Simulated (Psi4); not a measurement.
C₄H₅ (SMILES C1[C@]2C[C@H]12), doublet, geometry from GFN2-xTB; HF/6-31G run with Psi4.

Here is a job for Psi4.
```
memory 2 GB

molecule {
0 2
C     0.03643608    1.13523166    0.30091216
C     0.06332066   -1.14075396    0.27440395
C     0.78434756    0.01305905   -0.32576129
C    -0.65722656   -0.00261496   -0.44203833
H    -0.05911017    1.19718400    1.38170604
H     0.07077611    2.09485536   -0.19578110
H    -0.03043843   -1.23009773    1.35343571
H     0.12017894   -2.08747192   -0.24449230
H    -1.46267287   -0.00400040   -1.13996730
}

set {
  basis 6-31g
  reference uhf
}

energy('scf')
print_variables()
```

Output, abridged:

```
   => Loading Basis Set <=

    Name: 6-31G
    Role: ORBITAL
    Keyword: BASIS

         ---------------------------------------------------------
                                   SCF
               by Justin Turney, Rob Parrish, Andy Simmonett
                          and Daniel G. A. Smith
                              UHF Reference
         ---------------------------------------------------------

  ==> Geometry <==

    Molecular point group: c1
    Full point group: C1

    Geometry (in Angstrom), charge = 0, multiplicity = 2:

       Center              X                  Y                   Z               Mass
    ------------   -----------------  -----------------  -----------------  -----------------
         C            0.010971585586     1.134679243057     0.322516285795    12.000000000000
         C            0.037856165586    -1.141306376943     0.296008075795    12.000000000000
         C            0.758883065586     0.012506633057    -0.304157164205    12.000000000000
         C           -0.682691054414    -0.003167376943    -0.420434204205    12.000000000000
         H           -0.084574664414     1.196631583057     1.403310165795     1.007825032230
         H            0.045311615586     2.094302943057    -0.174176974205     1.007825032230
         H           -0.055902924414    -1.230650146943     1.375039835795     1.007825032230
         H            0.094714445586    -2.088024336943    -0.222888174205     1.007825032230
         H           -1.488137364414    -0.004552816943    -1.118363174205     1.007825032230

  Running in c1 symmetry.

  Rotational constants: A =      0.66033  B =      0.32059  C =      0.28719 [cm^-1]
  Rotational constants: A =  19796.20785  B =   9611.13837  C =   8609.83173 [MHz]
  Nuclear repulsion =  108.527206583203935

  Charge       = 0
  Multiplicity = 2
  Electrons    = 29
  Nalpha       = 15
  Nbeta        = 14

  ==> Algorithm <==

  SCF Algorithm Type is DF.
  DIIS enabled.
  MOM disabled.
  Fractional occupation disabled.
  Guess Type is SAD.
  Energy threshold   = 1.00e-06
  Density threshold  = 1.00e-06
  Integral threshold = 1.00e-12

  ==> Primary Basis <==

  Basis Set: 6-31G
    Blend: 6-31G
    Number of shells: 30
    Number of basis functions: 46
    Number of Cartesian functions: 46
    Spherical Harmonics?: false
    Max angular momentum: 1

   => Loading Basis Set <=

    Name: (6-31G AUX)
    Role: JKFIT
    Keyword: DF_BASIS_SCF

  ==> Integral Setup <==

[...]
   @DF-UHF iter  11:  -154.13210449273555   -2.95062e-07   2.52766e-06 DIIS
   @DF-UHF iter  12:  -154.13210455834445   -6.56089e-08   7.87346e-07 DIIS
  Energy and wave function converged.

  ==> Post-Iterations <==

   @Spin Contamination Metric:   1.101109655E-02
   @S^2 Expected:                7.500000000E-01
   @S^2 Observed:                7.610110965E-01
   @S   Expected:                5.000000000E-01
   @S   Observed:                5.000000000E-01

    Orbital Energies [Eh]
    ---------------------

    Alpha Occupied:

[...]
    Alpha Virtual:

[...]
      46A      1.833957

    Beta Occupied:

[...]
    Beta Virtual:

[...]
    Final Occupation by Irrep:
              A
    DOCC [    14 ]
    SOCC [     1 ]
    NA   [    15 ]
    NB   [    14 ]

  @DF-UHF Final Energy:  -154.13210455834445

   => Energetics <=

    Nuclear Repulsion Energy =            108.5272065832039345
    One-Electron Energy =                -421.1579786226525357
    Two-Electron Energy =                 158.4986674811041780
    Total Energy =                       -154.1321045583444516

  UHF NO Occupations:
  HONO-2 :   13  A 1.9989613
  HONO-1 :   14  A 1.9964628
  HONO-0 :   15  A 1.0000000
  LUNO+0 :   16  A 0.0035372
  LUNO+1 :   17  A 0.0010387
  LUNO+2 :   18  A 0.0007387
  LUNO+3 :   19  A 0.0001086

Computation Completed

Properties will be evaluated at   0.000000,   0.000000,   0.000000 [a0]

Properties computed using the SCF density matrix

 Multipole Moments:

 ------------------------------------------------------------------------------------
     Multipole            Electronic (a.u.)      Nuclear  (a.u.)        Total (a.u.)
 ------------------------------------------------------------------------------------

 L = 1.  Multiply by 2.5417464519 to convert [e a0] to [Debye]
 Dipole X            :          1.1105267           -1.3955067           -0.2849800
 Dipole Y            :          0.0275470           -0.0302735           -0.0027265
 Dipole Z            :         -1.2388829            1.1839505           -0.0549324
 Magnitude           :                                                    0.2902389

 ------------------------------------------------------------------------------------

  Variable Map:
  ----------------------------------------------------------------------------
[...]
  Array Variable Map:
  ----------------------------------------------------------------------------
[...]
[...]
```
